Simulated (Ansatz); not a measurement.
Computed with Ansatz on PBE0-D4/def2-TZVP structures; ΔE is electronic, products minus reactants. CCSD(T)/CBS is the MP2 limit (def2-TZVPP, def2-QZVPP) plus CCSD(T) − MP2 in def2-TZVPP, frozen cores. This one scheme is used for every species. Functionals use def2-TZVPP. Elements past krypton have def2 core potentials. For Hf outer-core shells are correlated without core-valence functions, which leaves a few kJ/mol of doubt a bond. One conformer a species, not always the lowest.

`C[N](C)[Hf]([F])([F])[F]` + `N=C(F)Cl` → `C/N=C(/F)Cl` + `C[NH][Hf]([F])([F])[F]`  (substitution at a C–N bond)

| level | ΔE (kJ/mol) | difference from CCSD(T)/CBS |
| --- | --- | --- |
| PBE-D4 | -6.1 | -2.0 |
| r2SCAN-D4 | -5.0 | -0.9 |
| PBE0-D4 | -5.8 | -1.7 |
| B2PLYP | -6.1 | -2.0 |
| PBE | -7.9 | -3.8 |
| r2SCAN | -5.5 | -1.4 |
| HF/def2-TZVPP | -8.0 | -3.9 |
| HF/def2-QZVPP | -8.3 | -4.2 |
| SCS-MP2/def2-QZVPP | -3.7 | 0.4 |
| HF/CBS(def2) | -8.4 | -4.3 |
| CCSD(T)/CBS | -4.1 | 0 |

Largest T1 diagnostic among the species: 0.015.

In def2-TZVPP, CCSD(T) changes the Hartree–Fock value by +7.5 kJ/mol (the triples alone add +0.9 kJ/mol) and MP2 by +7.4 kJ/mol.
